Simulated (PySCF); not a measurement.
## Relaxation of doublet AgBr₂

Method: PySCF, UPBE0, basis Ag def2-TZVP with ECP28, Br def2-TZVP (scalar-relativistic core potentials, no spin–orbit coupling, density fitting). A (50,194) grid was used.

A hand-made bent start, of C2v symmetry, held to at least that symmetry:

```xyz
3
charge 0 multiplicity 2, angstrom
Ag    0.0000    0.0000   -0.8276
Br    1.9823    0.0000    0.5605
Br   -1.9823    0.0000    0.5605
```

What does it relax to?

It ends at D∞h with Ag–Br 2.395 Å (×2); Br–Ag–Br 180.0° (after a last refinement on a finer grid). A frequency run shows a minimum. Other isomers or separated fragments may lie lower.

How much energy is released, and in how many steps?

22.0 kJ/mol in 16 steps.

Open d and f shells are described by one determinant, and the ground state may have another occupation or spin.
